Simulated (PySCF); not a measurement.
**CAM-B3LYP on Ca⁺ (calcium, charge +1)**

Configuration: [Ar] 3d1, 2D determinant (an excited configuration). Computed with PySCF 2.14 in x2c-QZVPPall (11s7p4d3f, 73 functions), with the spin-free X2C one-electron Hamiltonian (Gaussian nucleus).

* Total energy: -680.224 hartree
* One-electron energy: -928.479 hartree
* Hartree (Coulomb) energy: 284.605 hartree
* Exchange-correlation energy: -36.350 hartree
* ⟨S²⟩: 0.7505
* ⟨L²⟩: 6.006
* Sum of ⟨r⟩: 15.24 bohr
* Sum of ⟨r²⟩: 23.24 bohr²
* Traceless quadrupole moment −½Σ⟨3z² − r²⟩ along its main axis: 1.98 e·bohr²
* Langevin diamagnetic susceptibility: -18.4 ×10⁻⁶ cm³/mol

| shell | electrons | mean orbital energy (eV) | spread (eV) | rms radius, mean of both spins (bohr) |
| --- | --- | --- | --- | --- |
| 1s β | 1 | -3980.2 | 0 | 0.0889 |
| 1s α | 1 | -3980.2 | 0 | 0.0889 |
| 2s α | 1 | -428.29 | 0 | 0.396 |
| 2s β | 1 | -428.17 | 0 | 0.396 |
| 2p α | 3 | -346.85 | 0.153 | 0.364 |
| 2p β | 3 | -346.75 | 0.274 | 0.364 |
| 3s α | 1 | -55.353 | 0 | 1.26 |
| 3s β | 1 | -54.768 | 0 | 1.26 |
| 3p α | 3 | -35.192 | 0.050 | 1.41 |
| 3p β | 3 | -34.501 | 0.900 | 1.41 |
| 3d α | 1 | -8.624 | 0 | 2.67 |

Densities and radii are taken from the X2C orbitals without a picture-change correction, which distorts them close to the nucleus.
